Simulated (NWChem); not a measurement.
System: C₂H₄N₂Si; SMILES N#C/N=C\[SiH3]

Here is an NWChem input.

```
start job
memory heap 200 mb stack 900 mb global 1100 mb
geometry units angstroms noautosym nocenter noautoz
  N     -0.950558    -2.263485     0.000175
  C     -0.029733    -1.550582     0.000060
  N      1.096621    -0.838468     0.000108
  C      1.082993     0.445003    -0.000584
  Si    -0.466570     1.571893    -0.001890
  H      2.083443     0.909167    -0.000306
  H     -1.261367     1.282769     1.225783
  H      0.003331     2.985461    -0.008383
  H     -1.266887     1.272891    -1.223546
end
basis spherical
  * library 6-31g*
end
dft
  xc b3lyp
  iterations 150
end
property
  shielding 8 1 2 3 4 5 6 7 8
end
task dft property
```

Output (shortened):

```
             Northwest Computational Chemistry Package (NWChem) 7.3.0
             --------------------------------------------------------

                             Geometry "geometry" -> ""
                             -------------------------

 Output coordinates in angstroms (scale by  1.889725989 to convert to a.u.)

  No.       Tag          Charge          X              Y              Z
 ---- ---------------- ---------- -------------- -------------- --------------
    1 N                    7.0000    -0.95055800    -2.26348500     0.00017500
    2 C                    6.0000    -0.02973300    -1.55058200     0.00006000
    3 N                    7.0000     1.09662100    -0.83846800     0.00010800
    4 C                    6.0000     1.08299300     0.44500300    -0.00058400
    5 Si                  14.0000    -0.46657000     1.57189300    -0.00189000
    6 H                    1.0000     2.08344300     0.90916700    -0.00030600
    7 H                    1.0000    -1.26136700     1.28276900     1.22578300
    8 H                    1.0000     0.00333100     2.98546100    -0.00838300
    9 H                    1.0000    -1.26688700     1.27289100    -1.22354600

 Effective nuclear repulsion energy (a.u.)     184.3604365130

                              NWChem Property Module
                              ----------------------

  itol2e modified to match energy
  convergence criterion.

                                 NWChem DFT Module
                                 -----------------

 Summary of "ao basis" -> "ao basis" (spherical)
 ------------------------------------------------------------------------------
       Tag                 Description            Shells   Functions and Types
 ---------------- ------------------------------  ------  ---------------------
 N                           6-31g*                  6       14   3s2p1d
 C                           6-31g*                  6       14   3s2p1d
 Si                          6-31g*                  8       18   4s3p1d
 H                           6-31g*                  2        2   2s

  itol2e modified to match energy
  convergence criterion.

[...]

          -----------------------------------------
          Chemical Shielding Tensors (GIAO, in ppm)
          -----------------------------------------

                                NWChem CPHF Module
                                ------------------

  scftype          =     RHF
  nclosed          =       22
  nopen            =        0
  variables        =     1320
  # of vectors     =        3
  tolerance        = 0.10D-03
  level shift      = 0.00D+00
  max iterations   =       50
  max subspace     =       30

 SCF residual:    5.4302438623218905E-005

Iterative solution of linear equations
  No. of variables     1320
  No. of equations        3
  Maximum subspace       30
        Iterations       50
       Convergence  1.0D-04

   iter   nsub   residual    time
   ----  ------  --------  ---------
     1      3    7.88D-01      34.9
     2      6    7.65D-02      38.3
     3      9    2.24D-03      41.5
     4     12    2.73D-04      44.8
     5     15    2.92D-05      48.1

      Atom:    1  N
        Diamagnetic
    338.6719      3.7614     -0.0030
      3.7614    338.8426     -0.0028
     -0.0030     -0.0028    334.2144

        Paramagnetic
   -310.5044     82.3666      0.0939
     82.3666   -402.7562      0.0752
      0.0939      0.0752   -392.9092

        Total Shielding Tensor
     28.1675     86.1280      0.0909
     86.1280    -63.9136      0.0725
      0.0909      0.0725    -58.6948

           isotropic =     -31.4803
          anisotropy =    -126.0813

          Principal Components and Axis System
                 1           2           3
             -115.5345     79.7885    -58.6949

      1        -0.5141      0.8577     -0.0009
      2         0.8577      0.5141     -0.0002
      3        -0.0003      0.0008      1.0000

      Atom:    2  C
        Diamagnetic
    271.3962     19.1041     -0.0026
     19.1041    263.5725     -0.0046
     -0.0026     -0.0046    243.3950

        Paramagnetic
   -102.4791    128.3584     -0.0298
    128.3584   -148.6857     -0.0231
     -0.0298     -0.0231   -259.5368

        Total Shielding Tensor
    168.9171    147.4625     -0.0324
    147.4625    114.8868     -0.0278
     -0.0324     -0.0278    -16.1418

           isotropic =      89.2207
          anisotropy =     303.8970

          Principal Components and Axis System
                 1           2           3
              291.8187    -16.1418     -8.0148

      1         0.7682      0.0001     -0.6402
      2         0.6402      0.0001      0.7682
      3        -0.0001      1.0000     -0.0001

      Atom:    3  N
        Diamagnetic
    323.6305     12.5871     -0.0024
     12.5871    339.4395     -0.0122
     -0.0024     -0.0122    311.4007

        Paramagnetic
   -561.6870   -238.1859     -0.0535
   -238.1859   -650.7743      0.2022
     -0.0535      0.2022    -80.9405

        Total Shielding Tensor
   -238.0565   -225.5989     -0.0558
   -225.5989   -311.3349      0.1900
     -0.0558      0.1900    230.4602

           isotropic =    -106.3104
          anisotropy =    -595.4101

          Principal Components and Axis System
                 1           2           3
             -503.2505    230.4603    -46.1410

      1         0.6480     -0.0004      0.7617
      2         0.7617      0.0005     -0.6480
      3        -0.0001      1.0000      0.0006

      Atom:    4  C
        Diamagnetic
    259.5863     -5.4111      0.0134
     -5.4111    265.8781     -0.0174
      0.0134     -0.0174    239.6065

[...]
```

Level: B3LYP/6-31G* (spherical d), GIAO. Geometry: optimised at PBE0/def2-SVP. The printed shielding anisotropy is the first printed principal value minus the mean of the other two.
